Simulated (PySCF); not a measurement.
Identify the compound

An unknown has the formula C6H8OSi. Its calculated NMR data are:

¹H NMR (300 MHz, computed): δ 6.09 (s, 1H), 5.13 (m, 1H), 5.09 (m, 1H), 5.08 (s, 3H), 4.95 (m, 1H), 4.86 (m, 1H).

¹³C{¹H} NMR (computed): δ 171.2 (C), 156.2 (C), 149.0 (C), 127.1 (CH), 99.2 (CH2), 95.5 (CH2).

Method: geometry from GFN2-xTB, shielding tensors at PBE0/pcSseg-1 (GIAO), in PySCF 2.14 (averaged over atoms made equivalent by symmetry, fast rotation or ring inversion, non-relativistic, one conformer, gas phase).

δ = σ(ref) − σ, references computed at the same level: ¹H (σ = 31.72 ppm), ¹³C (σ = 186.93 ppm) against TMS.

Question: Which candidate is it?
A. C=C1CC(=C=O)[Si@@H]1C
B. [SiH3]O[C@@]12C=C[C@H]3[C@@H]1[C@H]32
C. C=C1C=C(O[SiH3])C1=C
D. c1coc([SiH]2CC2)c1
E. [SiH3]Oc1ccccc1

Answer: C. 

The formula gives 4 degrees of unsaturation (1 ring in the answer). 6 carbon signals for 6 carbons: no two carbons are equivalent. Carbon types of the structure: 3 × C, 1 × CH, 2 × CH2, leaving 3 H on heteroatoms. δC 171.2: alkene carbon bearing oxygen; an sp2 carbon further deshielded by the attached heteroatom. δC 156.2, 149.0: fully substituted alkene carbon; as expected for a trigonal carbon in a double bond. δC 127.1: β carbon of an enol-ether or enamine type C=C. δC 99.2, 95.5: terminal =CH2 carbon. δH 6.09: hydrogen on a β carbon of an enol-ether or enamine type C=C; a vinylic proton, deshielded by the sp2 carbon and the C=C anisotropy.

The others: [SiH3]O[C@@]12C=C[C@H]3[C@@H]1[C@H]32 would give 5 carbon signals, not 6; [SiH3]Oc1ccccc1 would give 4 carbon signals, not 6; c1coc([SiH]2CC2)c1 would give 5 carbon signals, not 6; C=C1CC(=C=O)[Si@@H]1C has carbons computed at 178.7, 158.6, 134.5, 33.7, 6.6, 1.3, with a different DEPT pattern.

Shifts are as computed. Against solution values, carbons near 30 ppm lie about +3 ppm off and those near 130 ppm about +5 ppm (rms about the fit 2.1 ppm; single classes can miss by 10 ppm). Of 1328 compounds with measured shifts, 309 miss one by over three times the rms of a fit or turn the order of signals round; such compounds aren't used in these exercises. Signals without a measured value on file couldn't be tested in this way; 1H shifts scatter by 0.2 ppm about their fit, and single ones miss by 0.5 ppm. Multiplicities follow the n + 1 count of equivalent neighbours, as no J values were calculated; m marks all less simple cases, F and P coupling included.
